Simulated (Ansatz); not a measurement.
GeH4 (SMILES [H][Ge]([H])([H])[H]): methods side by side

GeH4 has 5 atoms, charge 0, and is taken as a singlet. SMILES: `[H][Ge]([H])([H])[H]`. Geometry: a GFN2-xTB relaxation, a rough one for these elements and not checked as a minimum.

| atom | x (Å) | y (Å) | z (Å) |
| --- | --- | --- | --- |
| Ge | 0.0001 | 0.0004 | -0.0002 |
| H | 0.0115 | -0.0181 | 1.4819 |
| H | 1.3949 | 0.0100 | -0.5035 |
| H | -0.7076 | 1.2140 | -0.4736 |
| H | -0.6989 | -1.2063 | -0.5046 |

Quantity: the energy change with the Ge1–H4 bond stretched from 1.482 to 3.706 Å, in eV. The values are calculated.

```json
{"level": "SVWN5/STO-3G (restricted)", "kind": "LDA", "program": "Ansatz", "value (eV)": "7.29", "less FCI/STO-3G": "+2.33", "CPU time (all runs)": "1.3 s"}
{"level": "BLYP/STO-3G (restricted)", "kind": "GGA", "program": "Ansatz", "value (eV)": "6.84", "less FCI/STO-3G": "+1.88", "CPU time (all runs)": "2.2 s"}
{"level": "r2SCAN/STO-3G (restricted)", "kind": "meta-GGA", "program": "Ansatz", "value (eV)": "7.42", "less FCI/STO-3G": "+2.46", "CPU time (all runs)": "3.8 s"}
{"level": "PBE0/STO-3G (restricted)", "kind": "global hybrid", "program": "Ansatz", "value (eV)": "7.85", "less FCI/STO-3G": "+2.89", "CPU time (all runs)": "1.6 s"}
{"level": "wB97M-V/STO-3G (restricted)", "kind": "range-separated hybrid", "program": "Ansatz", "value (eV)": "8.50", "less FCI/STO-3G": "+3.54", "CPU time (all runs)": "15 s"}
{"level": "RPA@PBE/STO-3G (restricted)", "kind": "RPA", "program": "Ansatz", "value (eV)": "5.95", "less FCI/STO-3G": "+0.99", "CPU time (all runs)": "3.9 s"}
{"level": "MP2/STO-3G (restricted)", "kind": "perturbation theory", "program": "Ansatz", "value (eV)": "6.62", "less FCI/STO-3G": "+1.66", "CPU time (all runs)": "0.29 s"}
{"level": "CCSDT(Q)/STO-3G (restricted)", "kind": "coupled cluster or CI", "program": "Ansatz", "value (eV)": "4.96", "less FCI/STO-3G": "0.00", "CPU time (all runs)": "0.68 s"}
{"level": "CCSDTQ/STO-3G (restricted)", "kind": "coupled cluster or CI", "program": "Ansatz", "value (eV)": "4.96", "less FCI/STO-3G": "0.00", "CPU time (all runs)": "13 s"}
{"level": "FCI/STO-3G", "kind": "exact in the basis", "program": "Ansatz", "value (eV)": "4.96", "less FCI/STO-3G": "0.00", "CPU time (all runs)": "2.4 s"}
```

FCI/STO-3G is exact within its basis and frozen core, so for wave-function methods in that basis the difference is their error; functionals converge differently with the basis, so for them it is only a difference. All-electron rows without a relativistic Hamiltonian named are non-relativistic. The first shape isn't each level's own minimum. The values span 4.96 to 8.50 eV. All rows use very small basis sets, so even the best lies far from the true value. In the correlated wave-function rows the outer d shell of Ge is correlated, in sets not made for it. Times are those of the runs behind each value, whatever else they computed, on shared processors of several kinds: orders of magnitude only.
